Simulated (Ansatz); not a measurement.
Start from `[Cl][In]([Cl])[Cl]` and change one atom or group to get `C=[CH][In]([Cl])[Cl]`.

Ansatz, PBE0-D4/def2-TZVP geometries, multiplicity 1. Each molecule was computed in one conformer, which needn't be the lowest.

Elements past krypton have def2 core potentials.

```csv
property,`[Cl][In]([Cl])[Cl]`
HOMO energy (ωB97M-V/def2-TZVPP) / eV,-11.74
HOMO–LUMO gap (PBE0/def2-TZVPP) / eV,6.57
LUMO energy (ωB97M-V/def2-TZVPP) / eV,-0.91
HOMO energy (PBE0/def2-TZVPP) / eV,-9.46
LUMO energy (PBE0/def2-TZVPP) / eV,-2.89
HOMO energy (PBE/def2-TZVPP) / eV,-8.01
```

Problem. Give the same properties after the change, and the shifts. (An estimate is asked.)

Solution. Ansatz gave: 
| property | `C=[CH][In]([Cl])[Cl]` | shift |
| --- | --- | --- |
| HOMO energy (ωB97M-V/def2-TZVPP) / eV | -10.68 | 1.06 |
| HOMO–LUMO gap (PBE0/def2-TZVPP) / eV | 6.59 | 0.02 |
| LUMO energy (ωB97M-V/def2-TZVPP) / eV | -0.20 | 0.71 |
| HOMO energy (PBE0/def2-TZVPP) / eV | -8.53 | 0.93 |
| LUMO energy (PBE0/def2-TZVPP) / eV | -1.94 | 0.95 |
| HOMO energy (PBE/def2-TZVPP) / eV | -7.25 | 0.76 |
